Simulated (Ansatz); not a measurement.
`OCN[SiH2]O` → `N[SiH2]OCO`  (isomerisation)

Calculated with Ansatz (gas phase, PBE0-D4/def2-TZVP geometries, no zero-point term in ΔE). CBS: MP2 limit from def2 TZ/QZ plus the TZ coupled-cluster correction, frozen cores. DFT in def2-TZVPP. Each species was taken in one conformer, which may not be the lowest.

```json
{"level": "PBE", "ΔE (kcal/mol)": "1.8"}
{"level": "MP2/def2-QZVPP", "ΔE (kcal/mol)": "2.8"}
```

Q: What does CCSD(T)/CBS give? (Best estimate.)

A: Ansatz gave: +2.2 kcal/mol. The listed levels differ from it by -0.4, 0.6 kcal/mol.

Largest T1 diagnostic among the species: 0.011.

In def2-TZVPP, CCSD(T) changes the Hartree–Fock value by +2.5 kcal/mol (the triples alone add +0.3 kcal/mol) and MP2 by +3.2 kcal/mol.
